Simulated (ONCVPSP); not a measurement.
Before and after: ONCV potential for Pt (Z = 78)

* Element: platinum (Pt)
* Generator: ONCVPSP 4.0.1
* Type: optimised norm-conserving Vanderbilt (ONCV)
* Functional: revPBE
* Relativity: scalar-relativistic
* Frozen core: [Kr] 4d10 4f14 5s2
* Valence charge: 16
* Reference configuration: 5p6 5d9 6p1
* Partial waves: s scattering state at 0.07 Ha: rc 2.20 bohr, ncon 5, nbas 9, qcut 2.6 1/bohr, 2 projectors, debl 2.3 Ha; 5p+6p: rc 2.05 bohr, ncon 5, nbas 9, qcut 8 1/bohr, 2 projectors; 5d: rc 2.20 bohr, ncon 3, nbas 8, qcut 8.3 1/bohr, 2 projectors, debl 3.3 Ha; f scattering state at 0.2 Ha: rc 2.05 bohr, ncon 3, nbas 8, qcut 4.9 1/bohr, 2 projectors, debl 3.3 Ha
* Local potential: polynomial inside 1.40 bohr (lpopt 3, dvloc0 1 Ha)
* Core correction: polynomial model core, fcfact 0.75

In the s channel the program set the typed energies aside and used 0.050, 2.350 Ha.

Change: s: qcut 2.5; p: qcut 7.7; d: qcut 8; f: qcut 4.7.

Cutoffs: the cutoffs (Ha) at which the residual kinetic energy of the hardest occupied pseudo-wave falls to 1 and 0.1 mHa per electron; they do not see the model core or the augmentation charge, which bear on the density cutoff. Errors are all-electron minus pseudo energies relative to the spin-unpolarised reference configuration.

Q: What does the change do?

A: The potential gets neither clearly harder nor softer (19 Ha and 22 Ha → 18 Ha and 22 Ha); the errors of the 4 common tests hardly move; the range in which the s phases agree narrows (upper end 4.1 → 0.4); neither file shows a bound ghost.

```tsv
quantity	base	changed
cutoff, loose	19 Ha	18 Ha
cutoff, tight	22 Ha	22 Ha
loose cutoff by channel	p 15 Ha, d 19 Ha	p 15 Ha, d 18 Ha
bound ghosts	none	none
GHOST(+) flags under 300 eV	s at 8.4 eV	s at 10.5 eV
error for 5p6 5d9 6s1 6p0, meV [ΔE -5.02 eV]	+14	+13
error for 5p6 5d9 6p0, meV [ΔE 4.05 eV]	-2.0	-2.0
error for 5p6 5d8 6p0, meV [ΔE 23.93 eV]	-6.1	-5.9
error for 5p6 5d8 6s2 6p0, meV [ΔE -3.99 eV]	-17	-18
s: phases at 2.23 bohr within 0.05 rad from the reference energy up to (Ha; the scan ends near 5)	4.1	0.4
p: phases at 2.08 bohr within 0.05 rad from the reference energy up to (Ha; the scan ends near 5)	to the end of the scan	to the end of the scan
d: phases at 2.23 bohr within 0.05 rad from the reference energy up to (Ha; the scan ends near 5)	to the end of the scan	to the end of the scan
f: phases at 2.08 bohr within 0.05 rad from the reference energy up to (Ha; the scan ends near 5)	n/a	n/a
rms error of d²Exc/dni dnj with the model core, mHa	0.79	0.80
```

Base: The cutoffs count occupied waves only; projector 2 of the f channel, the hardest unoccupied one, needs 66 Ha at the loose tolerance. Changed file: The cutoffs count occupied waves only; projector 2 of the f channel, the hardest unoccupied one, needs 72 Ha at the loose tolerance.
